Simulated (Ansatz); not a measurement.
Ansatz (an electronic-structure program) input:

Ansatz 0.2 input:
```yaml
crystal:
  periodic: [false, false, false]
  atoms:
    - {symbol: B, position_ang: [-0.00000000, -0.00000000, -0.73134743]}
    - {symbol: O, position_ang: [0.00000000, 0.00000000, 0.45709214]}
basis:
  gaussian:
    orbitals: def2-TZVP
hamiltonian:
  xc: b3lyp
  dispersion: d3bj
total_charge: 1
phonons: {temperatures: {t_min: 298.15, t_max: 298.15, t_step: 100}}
```

Q: Which total energy does the run end on?

A: -99.58480 Eh (B3LYP-D3(BJ)/def2-TZVP). The basis has 62 functions.
